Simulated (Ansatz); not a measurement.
A nudged elastic band was laid between two geometries of AlClH7NSi2 (12 atoms, charge 0, multiplicity 1).

These are results of RKS PBE-D4/6-31G* (Ansatz 0.2.0), not measurements.

```json
{
 "movable images": "7",
 "climbing image": "yes",
 "spring": "5.0 eV/Å²",
 "optimiser": "quadratic models (default)",
 "start path": "through a guess of the saddle point",
 "force threshold": "0.05 eV/Å",
 "iteration limit": "60",
 "end points": "relaxed"
}
```

First end point:

```xyz
12
Properties=species:S:1:pos:R:3
N -1.853 1.055 0.890
Al -0.469 0.381 1.800
Si 1.418 -0.334 0.398
Si 0.632 -0.836 -1.756
Cl -0.485 0.803 -2.480
H -2.722 1.393 1.304
H -1.857 1.189 -0.123
H -0.581 0.260 3.393
H 2.115 -1.576 0.894
H 2.484 0.719 0.240
H -0.301 -2.012 -1.745
H 1.697 -1.094 -2.780
```

Last end point:

```xyz
12
Properties=species:S:1:pos:R:3
N -1.850 1.060 0.890
Al -0.470 0.380 1.801
Si 1.416 -0.337 0.398
Si 0.632 -0.837 -1.757
Cl -0.503 0.791 -2.477
H -1.854 1.193 -0.123
H -2.717 1.402 1.304
H -0.585 0.262 3.394
H 2.111 -1.581 0.891
H 2.483 0.716 0.244
H -0.288 -2.024 -1.749
H 1.701 -1.080 -2.781
```

Question: What changes between the two ends?

Answer: No bond is made or broken.  The two ends are copies of one structure, up to a mirror image or an exchange of like atoms.

Question: What energy profile does the band end with?

Answer: The run converged. The highest image is number 4 of 0 to 8, 0.54 eV above the ends, which have the same energy within 2 meV. A vibrational analysis at the climbing image gives one clearly imaginary mode, 428i cm⁻¹, and a faint second one (22i cm⁻¹) that may be numerical noise or a soft torsion: probably a first-order saddle point.

```tsv
image	path coordinate (Å)	energy (eV)
0	0.00	0.00
1	0.86	0.01
2	1.72	0.04
3	2.58	0.29
4	3.43	0.54
5	4.46	0.24
6	5.49	0.05
7	6.52	0.02
8	7.56	0.00
```

Question: What is the geometry of the highest image?

Answer: 
```xyz
12
Properties=species:S:1:pos:R:3
N -1.850 1.497 1.211
Al -0.731 0.121 1.626
Si 1.372 -0.208 0.374
Si 0.717 -1.027 -1.731
Cl -1.026 0.006 -2.327
H -1.516 2.456 1.348
H -2.263 1.468 0.272
H -1.155 -0.933 2.758
H 2.383 -1.189 0.911
H 2.101 1.083 0.099
H 0.332 -2.476 -1.667
H 1.713 -0.855 -2.840
```

Run time: 6.7 min on 2 threads of Intel(R) Xeon(R) Platinum 8488C (Sapphire Rapids) (shared host), peak memory 0.18 GiB.
